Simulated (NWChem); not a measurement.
# Correlation energy of FOS

SMILES: [S](=O)F
```xyz
3

O      0.4856    -1.2339     0.0000
S     -0.4610    -0.1064     0.0000
F      0.3879     1.2859     0.0000
```
Charge 0, spin multiplicity 2.

Everything below was run with NWChem. Structure: optimised with UPBE0/def2-SVP, a minimum by its harmonic frequencies.

Basis set: cc-pVDZ. Each correlation energy counts from its own Hartree-Fock reference.

The correlated methods keep 7 core orbitals frozen. The structure started from a generated list of species. The unpaired electrons of the parent sit in orbitals of symmetry a" (Cs labels of the run); other states weren't searched. The stability of the SCF solutions was not checked. Open-shell Hartree-Fock references start from PBE0 orbitals. No row is a measurement; the coupled-cluster row has its own basis-set and correlation limits.

Task: For the correlation energy, URI-MP2 gives -493.7 mHa and UMP2 gives -493.6 mHa. What do SCS-UMP2, CCSD on UHF, CCSD[T] on UHF give?

Result: SCS-UMP2: -473.4 mHa; CCSD on UHF: -507.5 mHa; CCSD[T] on UHF: -524.1 mHa.
